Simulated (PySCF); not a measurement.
H$_{2}$SeZn (SMILES [ZnH][SeH]), singlet, geometry from GFN2-xTB (such geometries of metal compounds can be far from the true shape); PBE0/6-31G, TDDFT run with PySCF.

Here is a job for PySCF.
```python
from pyscf import gto, scf, dft, tdscf

mol = gto.M(
    atom='''
Zn   -0.69605658   -0.59596719   -0.77338730
H    -1.56166239   -0.70161800   -1.98175161
Se    0.62917515    0.55793418    0.69161305
H     1.05140463   -0.38912867    1.66852678
''',
    basis='6-31g',
    verbose=3,
)

mf = dft.RKS(mol)
mf.xc = 'pbe0'
mf.kernel()
td = mf.TDDFT()
td.nstates = 10
td.kernel()
td.analyze()
```

### Question
Write the output that PySCF gives for this input, abridged.

### Answer

```
converged SCF energy = -4180.90624274606
Excitation energies (eV)
[4.25771316 5.28739381 5.64281568 5.91742578 6.21907399 6.94796364
 7.19959745 7.40846441 8.01077962 8.45967608]

** Singlet excitation energies and oscillator strengths **
Excited State   1:      4.25771 eV    291.20 nm  f=0.0150
Excited State   2:      5.28739 eV    234.49 nm  f=0.0014
Excited State   3:      5.64282 eV    219.72 nm  f=0.0327
Excited State   4:      5.91743 eV    209.52 nm  f=0.1491
Excited State   5:      6.21907 eV    199.36 nm  f=0.0001
Excited State   6:      6.94796 eV    178.45 nm  f=0.2577
Excited State   7:      7.19960 eV    172.21 nm  f=0.3343
Excited State   8:      7.40846 eV    167.35 nm  f=0.0062
Excited State   9:      8.01078 eV    154.77 nm  f=0.2617
Excited State  10:      8.45968 eV    146.56 nm  f=0.1367
```
